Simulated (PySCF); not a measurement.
## Electric field gradients and quadrupole coupling constants

C₅H₉NSi.
Structure used (PBE0-D3(BJ)/def2-SVP), in Å, numbered top down from 1:
```
atom  x, y, z in Å
C1    -2.242    2.171    0.059
N2    -1.588    1.208   -0.428
Si3   -0.966   -0.138    0.525
C4    -1.639   -1.720   -0.200
C5     0.859   -0.109    0.424
C6     2.077   -0.113    0.362
C7     3.526   -0.112    0.287
H8    -2.487    2.284    1.139
H9    -2.618    2.983   -0.592
H10   -1.371    0.010    1.965
H11   -1.384   -1.778   -1.269
H12   -1.208   -2.595    0.309
H13   -2.734   -1.760   -0.100
H14    3.914   -1.131    0.129
H15    3.874    0.515   -0.548
H16    3.970    0.280    1.215
```

Field gradients from the PBE0/pcSseg-1 density (PySCF, non-relativistic), principal values in atomic units, ordered |Vxx| ≤ |Vyy| ≤ |Vzz|:

```json
{"atom": "N2", "Vxx": "0.0977", "Vyy": "0.9286", "Vzz": "-1.0263"}
```

Q: Find the asymmetry η = (Vxx − Vyy)/Vzz and the couplings χ = eQV/h (234.96 MHz × Q in barn × V in au), with Q(14N) = 0.02044 b.

A: 
```tsv
atom	environment	nucleus	η	χzz (MHz)	χxx (MHz)	χyy (MHz)
N2	C=N nitrogen	14N	0.81	-4.929	0.469	4.460
```

Q: What is Vzz at N2 in SI units (1 au = 9.71736 × 10²¹ V/m²)?

A: -1.0263 au = -9.973 × 10²¹ V/m².

Q: And the gradient at the other heavy atoms, for which no coupling is worked out here?

A: 
```csv
atom,environment,Vzz (au),η
C1,C=N carbon,0.456,0.15
Si3,SiH silicon,-0.320,0.66
C4,Si-methyl carbon,-0.065,0.23
C5,alkyne carbon,-0.304,0.03
C6,alkyne carbon,-0.347,0.08
C7,propargylic carbon,0.126,0.01
```

Were the hydrogens deuterons (Q(2H) = 0.00286 b), χzz would run from 89 kHz (H10) to 201 kHz (H12, H13 and H11).

Isolated species at its PBE0-D3(BJ)/def2-SVP geometry (one conformer only). A larger basis could move these couplings by a tenth or more.

The run behind these numbers computed NMR shieldings as well. On Intel Xeon 6975P-C, one thread (shared host), this took 30 s (with the writing of density and orbital grids) and 0.81 GiB of memory at its peak.
